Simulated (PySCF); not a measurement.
Where the electron goes

Species: C7H15P.
Numbering: `[CH3:1][CH:2]([CH3:3])[CH2:4][P:5]1[CH2:6][C@H:7]1[CH3:8]` (hydrogens: H9, H10, H11 on C1; H12 on C2; H13, H14, H15 on C3; H16, H17 on C4; H18, H19 on C6; H20 on C7; H21, H22, H23 on C8)

Geometry (PBE0-D3(BJ)/def2-SVP, Å), atoms numbered from 1 in this order:
```
atom  x, y, z in Å
C1    -1.6333   -0.2605    0.8600
C2    -1.7123    0.4354   -0.4943
C3    -2.9497   -0.0063   -1.2687
C4    -0.4469    0.2111   -1.3267
P5     1.0798    0.9752   -0.5757
C6     2.3829   -0.1686   -1.2339
C7     1.9183   -0.5244    0.1427
C8     2.8456   -0.3494    1.3171
H9    -1.5360   -1.3526    0.7336
H10   -0.7678    0.0854    1.4458
H11   -2.5404   -0.0741    1.4555
H12   -1.8001    1.5228   -0.3090
H13   -3.8703    0.1857   -0.6956
H14   -3.0345    0.5233   -2.2305
H15   -2.9110   -1.0871   -1.4849
H16   -0.2902   -0.8690   -1.4989
H17   -0.5731    0.6744   -2.3206
H18    2.1068   -0.8237   -2.0665
H19    3.3854    0.2624   -1.3328
H20    1.2745   -1.4102    0.2023
H21    3.5814   -1.1702    1.3651
H22    2.2898   -0.3352    2.2670
H23    3.4059    0.5958    1.2456
```

Theory: TDDFT PBE0/def2-SVPD, vertical, gas phase, core orbitals frozen in the response (PySCF 2.14.0, density-fitted response routines).

Frontier orbitals with the atoms that hold most of them (Löwdin shares over 4%, at most four atoms; ? is withheld):

| orbital | ε (eV) | atoms |
| --- | --- | --- |
| HOMO-3 | -9.13 | C2 27%, H12 17%, C1 12%, C3 10% |
| HOMO-2 | -8.34 | C6 18%, C4 17%, P5 16%, C7 12% |
| HOMO-1 | -7.19 | ? |
| HOMO | ? | P5 51%, C7 18%, C4 10%, C6 9% |
| LUMO | 0.61 | ? |
| LUMO+1 | 0.73 | P5 23%, C8 11%, C7 10%, C4 7% |
| LUMO+2 | 0.78 | C3 9%, C4 8%, H16 7%, C6 7% |

Give the leading atoms of the LUMO.

P5 (bonded to 3 C) 28%; C6 (bonded to C, P and 2 H) 15%; C1 (bonded to C and 3 H) 7%; C7 (bonded to 2 C, P and H) 6%. By element: carbon 29% or more, phosphorus 28%.

Give the leading atoms of the HOMO-1.

P5 (bonded to 3 C) 37%; C6 (bonded to C, P and 2 H) 21%; C7 (bonded to 2 C, P and H) 14%; C4 (bonded to C, P and 2 H) 7%. By element: carbon 42% or more, phosphorus 37%.

What is the HOMO energy, and the HOMO–LUMO gap?

ε(HOMO) = -6.89 eV; the gap is 7.50 eV (0.2756 hartree).

How does S1 compare with the orbital gap of 7.50 eV?

S1 is at 6.32 eV (f = 0.019), 1.18 eV below the gap, made of HOMO→LUMO (81%), HOMO→LUMO+2 (9%). Without the coupling terms of the response equations the lowest excitation would equal the gap.

Give energy, strength and leading configuration of S1 and S3, and follow the Löwdin shares of the leading atoms from the occupied to the empty orbital.

- S1 (6.32 eV, f 0.019), HOMO→LUMO (81%): P5 51% → 28%, C7 18% → 6%, C6 9% → 15%
- S3 (6.67 eV, f 0.0080), HOMO-1→LUMO+1 (85%): P5 37% → 23%, C6 21% → at most 7%, C8 at most 8% → 11%

One conformer stands for the species.

Without π bonds the low states are Rydberg-like; a valence basis with one diffuse set may place them up to an eV too high.
